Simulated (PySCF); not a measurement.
Species: C₄H₂F₃O₂ (charge -1).
Numbering: `[O:1]=[C:2]([O-:3])/[C:4]([F:5])=[CH:6]/[CH:7]([F:8])[F:9]` (hydrogens: H10 on C6; H11 on C7)

Computed geometry: GFN2-xTB, gas phase.

(1) What internal coordinates does the optimisation give?

## Answers

(1) 
```
        bond  length (Å)          order
O1=C2, C2–O3       1.228  double/single
       C2–C4       1.595         single
       C4–F5       1.357         single
       C4=C6       1.328         double
       C6–C7       1.486         single
C7–F8, C7–F9       1.372         single
      C6–H10       1.078         single
      C7–H11       1.100         single
```

Bonds in one row agree within 0.01 Å and their mean is given. Orders are formal, as drawn. A selection of angles:
```
    angle  degrees
 O1–C2–O3    132.2
 O1–C2–C4    115.1
 O3–C2–C4    112.6
 C2–C4–F5    117.0
 C2–C4–C6    123.8
 F5–C4–C6    119.2
 C4–C6–C7    124.3
C4–C6–H10    117.7
C7–C6–H10    118.0
 C6–C7–F8    112.4
C6–C7–H11    113.2
 F8–C7–F9    104.0
F8–C7–H11    107.2
```

Torsions: O1–C2–C4–F5 0° (synperiplanar); C2–C4–C6–C7 180° (antiperiplanar); C4–C6–C7–F8 -122° (anticlinal).

Of the pairs four or more bonds apart, O3···H10 is among the closest relative to their van der Waals radii: 2.47 Å, 91 % of the sum of Bondi's values. C4 (vinylic C–F carbon) is planar (angles 123.8°, 119.2° and 117.0°, sum 360.0°, 0.00 Å off the plane of its three neighbours). The C–C distances run from 1.328 Å (C4=C6, drawn double) to 1.595 Å (C2–C4, drawn single), a spread of 0.267 Å. C2 (carboxylate carbon) is planar (angles 132.2°, 115.1° and 112.6°, sum 360.0°, 0.00 Å off the plane of its three neighbours). C6 (alkene CH carbon) is planar (angles 124.3°, 118.0° and 117.7°, sum 360.0°, 0.00 Å off the plane of its three neighbours).

Point group: Cs (tolerance 0.08 Å). No GFN2-xTB frequencies stand behind this structure, so it isn't proved a minimum.

One conformer stands for the species.
